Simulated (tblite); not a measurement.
Compound: C8H13NS.
SMILES with atom numbers: `[CH2:1]=[CH:2][CH2:3][N:4]([C:5]([CH3:6])=[S:7])[CH:8]1[CH2:9][CH2:10]1` (hydrogens: H11, H12 on C1; H13 on C2; H14, H15 on C3; H16, H17, H18 on C6; H19 on C8; H20, H21 on C9; H22, H23 on C10)

Structure used (GFN2-xTB), in Å, numbered top down from 1:
```
atom  x, y, z in Å
C1     3.048    0.930    0.569
C2     2.199   -0.053    0.333
C3     1.277   -0.108   -0.842
N4    -0.070   -0.474   -0.443
C5    -0.691   -1.538   -0.982
C6    -2.027   -1.921   -0.427
S7    -0.037   -2.423   -2.209
C8    -0.668    0.259    0.631
C9    -1.788    1.225    0.349
C10   -0.444    1.733    0.767
H11    3.717    0.914    1.412
H12    3.120    1.786   -0.081
H13    2.145   -0.908    0.994
H14    1.612   -0.886   -1.539
H15    1.272    0.846   -1.379
H16   -2.741   -1.104   -0.519
H17   -1.942   -2.178    0.629
H18   -2.401   -2.785   -0.969
H19   -0.736   -0.309    1.557
H20   -2.072    1.370   -0.682
H21   -2.611    1.280    1.045
H22   -0.325    2.128    1.764
H23    0.157    2.239    0.030
```

Computed with GFN2-xTB (tblite): harmonic, unscaled wavenumbers at the GFN2-xTB geometry, gas phase. This tight-binding method is rough: wavenumbers can miss measured ones by several per cent, in bad cases by 10 to 20. One conformer, not necessarily the lowest.

Harmonic wavenumbers (cm⁻¹): 38.6, 55.1, 72.2, 86.6, 135.0, 171.6, 198.5, 266.9, 291.5, 352.2, 379.1, 399.1, 453.4, 469.1, 506.9, 606.7, 731.0, 798.4, 843.4, 868.8, 895.6, 915.1, 970.4, 985.2, 988.7, 997.7, 1021.0, 1043.3, 1075.8, 1084.0, 1087.7, 1089.6, 1126.7, 1153.3, 1179.7, 1201.7, 1247.5, 1265.3, 1282.2, 1304.0, 1358.1, 1389.1, 1412.8, 1428.7, 1435.7, 1446.7, 1462.8, 1468.0, 1480.7, 1713.6, 2904.8, 2939.1, 2977.6, 2992.8, 3015.4, 3060.6, 3064.1, 3091.1, 3098.1, 3100.8, 3106.7, 3128.0, 3132.9.

A = 1433, B = 925.2, C = 612.9 MHz; mass 155.077 u (most abundant isotopes); point group C1, symmetry number 1.

What is the zero-point energy?

½Σν̃ = 41923 cm⁻¹ = 119.86 kcal/mol.

Give the ideal-gas entropy at 298.15 K and 1 bar in the rigid-rotor, harmonic-oscillator model (classical rotation).

Translation 41.05, rotation 30.36, vibration 36.45: S = 107.9 cal/(mol K).

And Cp and H(298.15 K) − H(0)?

Cp = 43.81 cal/(mol K), of which vibrations give 35.86 (their classical limit is 63 R = 125.2); H(298.15 K) − H(0) = 7.88 kcal/mol without the zero-point energy, 5.51 from vibrations.

What must be added to the electronic energy to get the Gibbs energy at 298.15 K and 1 bar?

ZPE + [H(298.15 K) − H(0)] − T·S = 119.86 + 7.88 − 32.16 = 95.58 kcal/mol.

Blend soft modes into free rotors: weight 1/[1 + (100 cm⁻¹/ν̃)⁴] for the oscillator and the rest for a rotor with moment μB/(μ + B), μ = h/(8π²ν), B = 10⁻⁴⁴ kg m². What vibrational entropy results?

32.62 cal/(mol K) in place of 36.45, which changes −T·S at 298.15 K by +1.14 kcal/mol.

Hindered rotation and anharmonicity are outside this model. Other conformers, if any are populated, would add a mixing term that is left out. The structure is chiral; the term R ln 2 for an equal mix with its mirror image is left out.
